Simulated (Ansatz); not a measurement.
Cost and result up the ladder for the cluster Re₂Te₃ (5 atoms). The state is a singlet with charge 0. Geometry: PBE-D4/def2-SVP.

```xyz
5

Re   -0.2238    0.5279    0.9534
Re    0.3743   -0.4313   -0.9548
Te   -2.5014    1.4442    0.5535
Te    2.0862    1.3394   -0.0194
Te    0.2647   -2.8801   -0.5327
```

Ansatz on 4 threads of Arm Neoverse V1 on a shared host. Times are rough, and most runs start from the orbitals of an earlier one. No level here is sound enough to serve as a yardstick. Binding counts from free atoms at the same level (Re sextet, Te triplet; other spins of the atoms weren't run), without zero-point energy or a counterpoise term.

In the def2 sets Re, Te take a core potential; there is no spin–orbit coupling. HSE06 is defined as in plane-wave codes, on full-range PBE exchange. No other spin state of charge 0 was run. Another isomer (singlet) lies 0.22 eV lower at PBE0-D4/def2-TZVP; other spin states weren't run for this one.

Run but left out: HF/def2-TZVP, MP2/def2-TZVP, CCSD(T)/def2-SVP (restricted singlet, unstable towards broken spin symmetry).

| level | functions | wall time |
| --- | --- | --- |
| PBE-D4/def2-SVP | 142 | 3.3 s |
| PBE0-D4/def2-SVP | 142 | 5.5 s |
| PBE-D4/def2-TZVP (with forces) | 230 | 7 s |
| HSE06-D4/def2-TZVP | 230 | 11 s |
| r2SCAN-D4/def2-TZVP | 230 | 13 s |
| PBE0-D4/def2-TZVP | 230 | 17 s |
| r2SCAN0-D4/def2-TZVP | 230 | 25 s |

**Question.** Estimate what each level gives for the binding energy per atom (eV).

**Answer.** 
```tsv
level	binding energy per atom (eV)	remarks
PBE-D4/def2-SVP	2.96	restricted SCF unstable in HF
PBE0-D4/def2-SVP	2.34	restricted SCF unstable in HF
PBE-D4/def2-TZVP (with forces)	3.09	restricted SCF unstable in HF
HSE06-D4/def2-TZVP	2.51	restricted SCF unstable in HF
r2SCAN-D4/def2-TZVP	2.62	restricted SCF unstable in HF
PBE0-D4/def2-TZVP	2.49	restricted SCF unstable in HF
r2SCAN0-D4/def2-TZVP	2.12	restricted SCF unstable in HF
```
